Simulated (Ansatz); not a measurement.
Compare A (`ClC1[CH2][GeH2][O]1`) with its isomer B (`Cl[C]1([GeH3])CO1`).

Calculated with Ansatz (gas phase, PBE0-D4/def2-TZVP geometries, no zero-point term in ΔE). CCSD(T)/CBS is the MP2 limit (def2-TZVPP, def2-QZVPP) plus CCSD(T) − MP2 in def2-TZVPP, frozen cores. Functionals use def2-TZVPP. B3LYP here is the variant with VWN-RPA as its local correlation; programs differ in this. For Ge outer-core shells are correlated without core-valence functions, which leaves a few kJ/mol of doubt a bond. Scalar relativity is left out up to krypton.

**Question.** Which is lower in electronic energy at CCSD(T)/CBS, and by how much? (Best estimate.)

**Answer.** The calculation gave: A, by 33.7 kcal/mol.

**Question.** Give E(B) − E(A) in kcal/mol with B3LYP, B3LYP-D4, r2SCAN-D4, CCSD(T)/def2-SVP, CCSD/def2-TZVPP, PBE0-D4, ωB97M-V. (An estimate is asked.)

**Answer.** Ansatz gave: B3LYP 31.5, B3LYP-D4 31.9, r2SCAN-D4 31.6, CCSD(T)/def2-SVP 28.7, CCSD/def2-TZVPP 33.3, PBE0-D4 31.8, ωB97M-V 32.6. None reverses the order clearly.

**Question.** Does the order hold for the free energy at 298.15 K (harmonic terms from PBE0-D4)? (Best estimate.)

**Answer.** The calculation gave: Yes: G(B) − G(A) = +30.8 kcal/mol. Modes under 60 cm⁻¹, often nearly free rotors, make the harmonic entropy too high.

Largest T1 diagnostic: 0.012.

From BLYP to BHLYP (50 % exact exchange), in def2-TZVPP and without D4, E(B) − E(A) moves by +3.7 kcal/mol. Leaving LDA and LC-ωPBE aside and taking each functional with its dispersion term where it has one, the values, not all of them listed here, spread over 3.9 kcal/mol, from revPBE-D4 to BHLYP-D4. LDA lies +1.9 kcal/mol from PBE without D4.
